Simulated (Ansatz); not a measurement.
C$_{2}$H$_{4}$ClNSi, SMILES `N=C=C([SiH3])Cl`, relaxed with RKS PBE0-D4/def2-TZVP in the Gaussian-basis code of Ansatz from a PBE-D4/def2-SVP geometry. The force threshold is 0.005 eV/Å; the program also tests the step.

Total charge 0; spin multiplicity 1.

Start:

```xyz
9

N     0.034    0.038   -2.514
C    -0.325   -0.045   -1.337
C    -0.620   -0.283   -0.062
Si    0.575    0.001    1.357
Cl   -2.227   -0.888    0.348
H    -0.114    0.945   -2.988
H    -0.005    0.996    2.325
H     1.863    0.528    0.787
H     0.820   -1.293    2.083
```

```csv
step,energy (eV),largest force (eV/Å),largest move (Å)
1,-24018.1676,1.123,0.000
2,-24018.2193,0.246,0.057
3 (rejected),-24018.1724,0.883,0.132
4 (rejected),-24018.2168,0.456,0.065
5,-24018.2238,0.144,0.032
6,-24018.2255,0.080,0.011
7,-24018.2257,0.043,0.014
8,-24018.2259,0.021,0.007
9,-24018.2260,0.015,0.003
10,-24018.2260,0.006,0.004
11,-24018.2260,0.011,0.004
12,-24018.2260,0.006,0.002
13,-24018.2260,0.004,0.001
```

End:

```xyz
9

N     0.043    0.048   -2.461
C    -0.320   -0.059   -1.307
C    -0.626   -0.293   -0.054
Si    0.569    0.003    1.334
Cl   -2.216   -0.893    0.325
H    -0.099    0.948   -2.915
H     0.007    1.002    2.278
H     1.830    0.510    0.737
H     0.813   -1.266    2.064
```

Run time 37 s (4 threads of an Arm Neoverse V2 on a shared host); peak host memory 0.49 GiB.
